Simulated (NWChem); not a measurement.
System: CH₆N cation; SMILES C[NH3+]

Results from NWChem. Pople sets run with spherical d functions. B3LYP is NWChem's, with the RPA form of VWN correlation. Each level has its own optimisation; frequencies are unscaled.

| level | r C–N (Å) | r C–H (Å) | r H–N (Å) | highest harmonic frequency (cm⁻¹) | lowest (cm⁻¹) | zero-point energy (kcal/mol) |
|---|---|---|---|---|---|---|
| B3LYP/3-21G | 1.550 | 1.090 | 1.036 | 3386 | 278 | 49.9 |
| Hartree-Fock/STO-3G | 1.529 | 1.091 | 1.043 | 4008 | 291 | 57.1 |
| B3LYP/6-31G* | 1.517 | 1.090 | 1.028 | 3473 | 294 | 50.0 |
